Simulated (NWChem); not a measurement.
Species: C3H7NSi; SMILES C1N[SiH2]C=C1

```xyz
12

C      0.7430     1.2924     0.0000
C      1.3585     0.0990     0.0000
Si     0.0506    -1.2311     0.0000
N     -1.2190    -0.0496     0.0000
C     -0.7576     1.3163     0.0000
H      1.2766     2.2507     0.0000
H      2.4481     0.0143     0.0000
H      0.0734    -2.1408     1.1948
H      0.0734    -2.1408    -1.1948
H     -2.2169    -0.2014     0.0000
H     -1.1098     1.8891    -0.8841
H     -1.1098     1.8891     0.8841
```
Atoms are numbered in this order, from 1.

Results from NWChem. Pople sets run with spherical d functions. STO-3G and 3-21G are far too small for this property and stand as cheap habits. Coordinates come from a PBE0/def2-SVP optimisation. Not confirmed as a minimum by frequencies. B3LYP is NWChem's, with the RPA form of VWN correlation. GIAO values for the isolated, static molecule; σ is the absolute isotropic shielding, δ = σ(reference) − σ with the isolated reference molecule computed at the same levels (13C: tetramethylsilane, 1H: tetramethylsilane, 15N: ammonia).

For level B3LYP/6-311G**:

```
Quantity     Result
-----------  ------
δ C1 (ppm)    158.7
δ C2 (ppm)    126.2
δ N4 (ppm)     22.9
δ H6 (ppm)     7.21
δ H10 (ppm)   -0.14
δ H11 (ppm)    4.21
```

Question: Estimate the same quantities for level Hartree-Fock/STO-3G.

Answer: The δ C1 (ppm) comes out as 132.6 and the δ C2 (ppm) is 119.5. The δ N4 (ppm) is -48.8, the δ H6 (ppm) is 6.24 and the δ H10 (ppm) is -2.23. The δ H11 (ppm) comes out as 1.98.
